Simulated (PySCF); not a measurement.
# `FCc1ccoc1` in a uniform electric field

Compound: C5H5FO.
Geometry (GFN2-xTB, Å), atoms numbered from 1 in this order:
```xyz
12
C5H5FO angstrom
F     -2.0745   -0.6943    1.3107
C     -1.7282   -0.1607    0.0840
C     -0.2590    0.0682    0.0013
C      0.7316   -0.8672   -0.4074
C      1.9217   -0.2222   -0.2929
O      1.7412    1.0311    0.1542
C      0.4261    1.2014    0.3352
H     -2.0617   -0.8816   -0.6692
H     -2.2835    0.7777   -0.0103
H      0.5677   -1.8728   -0.7354
H      2.9273   -0.5349   -0.4913
H      0.0925    2.1546    0.6950
```

Level: PBE0/def2-SVPD (PySCF); nuclei fixed, core orbitals frozen in the response. Permanent dipole (0.450, 0.340, -1.643) D (1 au = 2.5417 D). Static polarisability (au):

```
x   72.01  0.67 -3.75
y    0.67 60.73  5.66
z   -3.75  5.66 45.50
```

Only the terms in μ and α are kept: μ(F) = μ + αF and ΔE = −μ·F − ½ F·αF.

(1) Apply 0.01 au along ±x, ±y and ±z in turn. Tabulate induced and total dipoles and both energy terms.

(2) For the field (-0.0080, -0.0060, -0.0060) au, what is the induced dipole, and what angle does it make with the field?

(3) At what field along the permanent dipole would the induced dipole along it equal the permanent one, in this linear picture?

(4) What field makes μF equal to kT at 100 K?

(5) A unit point charge sits 7 Å away. Estimate the induction energy −αe²/2R⁴ with the mean polarisability, treating the molecule as a point.

Results:

(1) 
```csv
field along,induced x (D),induced y (D),induced z (D),total size (D),−μ·F (kJ/mol),−½F·αF (kJ/mol)
+x,1.830,0.017,-0.095,2.889,-4.648,-9.453
−x,-1.830,-0.017,0.095,2.099,+4.648,-9.453
+y,0.017,1.544,0.144,2.452,-3.512,-7.972
−y,-0.017,-1.544,-0.144,2.197,+3.512,-7.972
+z,-0.095,0.144,1.156,0.772,+16.971,-5.973
−z,0.095,-0.144,-1.156,2.859,-16.971,-5.973
```

(2) αF = (-1.417, -1.026, -0.704) D, at 9.1° to the field. The polarisability along this direction, F·αF/F², is 62.83 au, against a mean of 59.41 au.

(3) The polarisability along the dipole is 47.67 au, so F = 0.6834 au / 47.67 au = 0.0143 au = 0.74 V/Å; higher-order terms are ignored.

(4) kT = 0.3167 × 10⁻³ Eh, so F = 0.000463 au = 2.38 MV/cm.

(5) R = 13.23 bohr, so the energy is −59.4/(2 × 13.23⁴) Eh = -2.55 kJ/mol. The charge–dipole term at its most favourable orientation, −μe/R², is -10.3 kJ/mol.

Isolated species at its GFN2-xTB geometry (one conformer only).
